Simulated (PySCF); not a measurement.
**Partial charges of `C=C(B(O)O)c1cccs1`**

Compound: C6H7BO2S.
Z-matrix (Å and degrees, PBE0-D3(BJ)/def2-SVP geometry), rows numbered from 1:
```
C 
C   1  1.3501
B   2  1.5821  1  117.15
O   3  1.3582  2  120.91  1  -147.45
O   3  1.3647  2  121.28  1    31.32
C   2  1.4609  1  122.33  3  -179.11
C   6  1.3807  2  128.34  1   176.71
C   7  1.4197  6  113.43  2   179.55
C   8  1.3702  7  112.52  6    -0.22
S   9  1.7151  8  111.73  7     0.13
H   1  1.0940  2  121.43  3     0.74
H   1  1.0956  2  122.80  3   178.48
H   4  0.9639  3  110.92  2   178.81
H   5  0.9619  3  112.24  2     6.79
H   7  1.0891  6  121.88  2    -1.76
H   8  1.0908  7  124.12  6   179.72
H   9  1.0894  8  128.22  7  -179.83
```

Density: PBE0/pcSseg-1 (PySCF); schemes: Mulliken, IAO, Hirshfeld and ESP-fitted. Isolated species at its PBE0-D3(BJ)/def2-SVP geometry (one conformer only).

Problem. For which atoms does the sign change between the 4 schemes (beyond +0.03 e in one, beyond −0.03 e in another)?

Solution. For none.

Problem. Which atoms carry the lowest charge in the Mulliken, IAO, Hirshfeld and ESP-fitted schemes?

Solution. All schemes agree: Mulliken O5 (-0.414); IAO O5 (-0.554); Hirshfeld O5 (-0.259); ESP-fitted O5 (-0.663).

Problem. Tabulate the Mulliken, IAO, Hirshfeld and ESP-fitted charges.

Solution. In e:

| atom | environment | Mulliken | IAO | Hirshfeld | ESP-fitted |
| --- | --- | --- | --- | --- | --- |
| C1 | terminal =CH2 carbon | -0.167 | -0.301 | -0.102 | -0.425 |
| C2 | fully substituted alkene carbon | -0.282 | -0.139 | -0.080 | -0.079 |
| B3 | three-coordinate boron | +0.641 | +0.501 | +0.244 | +0.612 |
| O4 | boron-bound oxygen | -0.410 | -0.539 | -0.236 | -0.638 |
| O5 | boron-bound oxygen | -0.414 | -0.554 | -0.259 | -0.663 |
| C6 | substituted aromatic carbon | -0.378 | -0.146 | -0.034 | -0.058 |
| C7 | aromatic CH carbon | -0.040 | -0.174 | -0.069 | -0.005 |
| C8 | aromatic CH carbon | -0.037 | -0.182 | -0.074 | -0.319 |
| C9 | aromatic CH next to a ring sulfur | -0.273 | -0.310 | -0.081 | -0.184 |
| S10 | thiophene-type sulfur | +0.282 | +0.318 | +0.100 | +0.017 |
| H11 | vinylic hydrogen | +0.102 | +0.137 | +0.043 | +0.173 |
| H12 | vinylic hydrogen | +0.138 | +0.146 | +0.037 | +0.192 |
| H13 | hydroxyl hydrogen | +0.250 | +0.367 | +0.182 | +0.440 |
| H14 | hydroxyl hydrogen | +0.245 | +0.369 | +0.171 | +0.404 |
| H15 | aromatic hydrogen | +0.112 | +0.173 | +0.045 | +0.125 |
| H16 | aromatic hydrogen | +0.096 | +0.160 | +0.056 | +0.201 |
| H17 | aromatic hydrogen | +0.133 | +0.172 | +0.057 | +0.206 |

Mean size of the charges over all atoms: ESP-fitted 0.279 e, IAO 0.276 e, Mulliken 0.235 e, Hirshfeld 0.110 e. Each set sums to the total charge, 0, to within 0.001 e. The ESP scheme fits charges at the nuclei, held to the total charge, to the electrostatic potential on points at 1.4 to 2.0 times the van der Waals radii. The IAO scheme counts the electrons in orthogonalised intrinsic atomic orbitals, a minimal basis polarised so that it spans the occupied orbitals exactly.

Problem. Sum the charges by element, for elements with more than one atom.

Solution. 
```tsv
element	atoms	Mulliken	IAO	Hirshfeld	ESP-fitted
C	6	-1.176	-1.251	-0.440	-1.069
O	2	-0.823	-1.093	-0.495	-1.302
H	7	+1.076	+1.526	+0.591	+1.741
```

Problem. How closely do the schemes follow one another over all atoms?

Solution. Correlation coefficient and root-mean-square difference: IAO with Hirshfeld 0.98, 0.181 e; Hirshfeld with ESP-fitted 0.96, 0.225 e; IAO with ESP-fitted 0.94, 0.116 e; Mulliken with IAO 0.93, 0.116 e; Mulliken with Hirshfeld 0.92, 0.169 e; Mulliken with ESP-fitted 0.85, 0.183 e.

The run behind these numbers computed NMR shieldings as well. The run took 2.3 min wall, 1.9 min CPU on an Intel Xeon at 2.50 GHz with one thread, no GPU (shared host), and the process peaked at 1.0 GiB of memory.
